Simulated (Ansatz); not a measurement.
Consider the formal exchange of groups at the Si–N bond: `C=CN[SiH3]` + `C[CH2][Zn][Cl]` → `[SiH3][Zn][Cl]` + `C=CNCC`.

Isolated molecules relaxed with PBE0-D4/def2-TZVP in Ansatz; ΔE leaves out vibrations. CBS: MP2 limit from def2 TZ/QZ plus the TZ coupled-cluster correction, frozen cores. This one scheme is used for every species. Functionals use def2-TZVPP. B3LYP here is the variant with VWN-RPA as its local correlation; programs differ in this. For Zn outer-core shells are correlated without core-valence functions, which leaves a few kJ/mol of doubt a bond. Scalar relativity is left out up to krypton. Each species was taken in one conformer, which may not be the lowest.

```tsv
species	B3LYP-D4 energy (Eh)
`C=CN[SiH3]`	-424.76580
`C[CH2][Zn][Cl]`	-2318.99749
`[SiH3][Zn][Cl]`	-2531.06969
`C=CNCC`	-212.67607
```

Task: Work out ΔE.

Result: ΔE = (-2531.06969) + (-212.67607) − (-424.76580) − (-2318.99749) = 0.01753 Eh = +11.0 kcal/mol. CCSD(T)/CBS gives +12.4 kcal/mol.

Largest T1 diagnostic among the species: 0.014.

In def2-TZVPP, CCSD(T) changes the Hartree–Fock value by +1.2 kcal/mol (the triples alone add +0.0 kcal/mol) and MP2 by +3.9 kcal/mol.
